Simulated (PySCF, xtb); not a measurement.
CH₇FO₂Si₂, SMILES O[Si](O)(C[SiH3])F. One conformer was computed; it need not be the lowest.

Harmonic wavenumbers (cm⁻¹) from GFN2-xTB (xtb) at its own minimum, in rising order: 31, 104, 113, 168, 189, 225, 246, 282, 302, 313, 491, 529, 677, 700, 750, 783, 783, 795, 811, 819, 849, 922, 968, 1030, 1151, 1452, 2211, 2266, 2280, 2983, 3003, 3654, 3693.

### Question
What does B3LYP-D3(BJ)/def2-SVP (PySCF) give at its own minimum? (The exact figures need the calculation; the answer reports its results.)

### Answer
22, 120, 148, 162, 204, 250, 262, 327, 362, 374, 493, 566, 715, 746, 760, 782, 794, 875, 924, 943, 956, 966, 979, 1022, 1094, 1385, 2210, 2234, 2245, 3049, 3107, 3880, 3882. Paired by order, the mean absolute difference is 51 cm⁻¹ and the zero-point energies are 50.9 and 52.7 kcal/mol.
